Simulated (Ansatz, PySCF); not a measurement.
Gas-phase reaction (SMILES): CS (CH4S) [methanethiol] → [CH2-]S + H+; deprotonation at the site shown.

Geometries: B3LYP-D3(BJ)/def2-TZVP minima from Ansatz (a program for electronic structure), one conformer each, not searched for the lowest. Cores are frozen in the correlated levels unless marked. Spin-orbit coupling is left out. No relativistic terms. Basis-set limits of correlation are two-point, X^-3; Hartree-Fock from the larger set. The bracket is a focal-point correction in the basis named. Anions need diffuse functions, of which def2-TZVPD holds fewer than the aug- sets. Thermal terms are rigid-rotor harmonic-oscillator values from B3LYP-D3(BJ) frequencies (PySCF) at 298.15 K and 1 atm. 1 Eh = 627.5095 kcal/mol. The proton has no electrons: its energy is zero and its thermal terms are those of translation.

| species | E, RI-MP2/CBS(aug-cc-pV(T+d)Z,aug-cc-pV(Q+d)Z)+[CCSD(T)-MP2]/aug-cc-pV(T+d)Z (Ansatz) (Eh) | E, PBE-D3(BJ)/def2-TZVPD (Ansatz + dftd3) (Eh) | H - E (Eh) | G - E (Eh) |
|---|---|---|---|---|
| CS (CH4S) | -438.22550 | -438.49820 | 0.05042 | 0.02163 |
| [CH2-]S | -437.58319 | -437.86269 | 0.03474 | 0.00677 |
| H+ | 0.00000 | 0.00000 | 0.00236 | -0.01000 |

**Question.** Work out ΔE and ΔH, ΔG, ΔS and the equilibrium constant at 298.15 K at the first level, then ΔH at the second.

**Answer.** 
1. ΔE = [(-437.58319) + (0.00000)] - [(-438.22550)] = 0.64231 Eh = 403.1 kcal/mol at RI-MP2/CBS(aug-cc-pV(T+d)Z,aug-cc-pV(Q+d)Z)+[CCSD(T)-MP2]/aug-cc-pV(T+d)Z.
2. The terms H - E add up to -0.01332 Eh, so ΔH = (0.64231 + (-0.01332))×627.5095 = 394.7 kcal/mol.
3. The terms G - E add up to -0.02486 Eh, so ΔG = 387.5 kcal/mol, and ΔS = (-0.01332 - (-0.02486))×627509.5/298.15 = 24.3 cal/(mol K).
4. log10 K = -ΔG/(RT ln 10) = -284.0, with RT ln 10 = 1.3642 kcal/mol.
5. At PBE-D3(BJ)/def2-TZVPD the same steps give ΔE = 398.8 and ΔH = 390.4 kcal/mol, a shift of -4.3 from the first level.
6. These values are not checked against measurement here, since the tables used lack a sound gas-phase enthalpy of formation for at least one species, or one in the same ion convention.
